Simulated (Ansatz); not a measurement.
`O[CH2][ZnH]` + NH₃ → `[NH2][ZnH]` + CH₃OH at 700 K and 1 bar (ligand exchange at a Zn–C bond).

Isolated molecules relaxed with PBE0-D4/def2-TZVP in Ansatz; ΔE leaves out vibrations. CCSD(T)/CBS adds triple-zeta CCSD(T) − MP2 to the extrapolated MP2 energy (def2 sets, frozen cores). This one scheme is used for every species. For Zn outer-core shells are correlated without core-valence functions, which leaves a few kJ/mol of doubt a bond. Scalar relativity is left out up to krypton. Each species was taken in one conformer, which may not be the lowest.

```csv
species,CCSD(T)/CBS energy (Eh),H − E (kJ/mol),S (J/(mol·K))
`O[CH2][ZnH]`,-1893.96502,175.9,372.4
NH₃,-56.50880,116.9,226.5
`[NH2][ZnH]`,-1834.88092,121.1,319.1
CH₃OH,-115.61712,170.8,288.5
```

H − E and S are ideal-gas, rigid-rotor, harmonic terms from PBE0-D4/def2-TZVP, for one conformer and one mirror image of each species. 1 Eh = 2625.50 kJ/mol, R = 8.31446 J/(mol·K).

**Question.** By hand: ΔE, ΔH, ΔS and ΔG.

**Answer.** ΔE = (-1834.88092) + (-115.61712) − (-1893.96502) − (-56.50880) = -0.02422 Eh = -63.6 kJ/mol. Δ(H − E) = 121.1 + 170.8 − 175.9 − 116.9 = -0.9, so ΔH = -64.5 kJ/mol. ΔS = 319.1 + 288.5 − 372.4 − 226.5 = 8.7 J/(mol·K). ΔG = -64.5 − 700 × (8.7)/1000 = -70.6 kJ/mol.

**Question.** By hand: the equilibrium constant, and the temperature at which ΔG would vanish if ΔH and ΔS stayed fixed.

**Answer.** log₁₀ K = −ΔG/(RT ln 10) = 5.3. ΔH and −TΔS have one sign here, so there is no such temperature.

The number of gas molecules stays the same, so ΔS is small and ΔH decides. A doubt of 5 kJ/mol in ΔE shifts log₁₀ K by 0.4 here. Other conformers and mirror images would add mixing entropy, several J/(mol·K) or more a flexible species. These are equilibria of isolated gas molecules and say nothing of rates. Largest T1 diagnostic: 0.016 (customary marks: 0.02 for closed shells, 0.045 for open ones).

ΔS is within the doubt of such terms, so its sign, and with it that verdict, could turn.
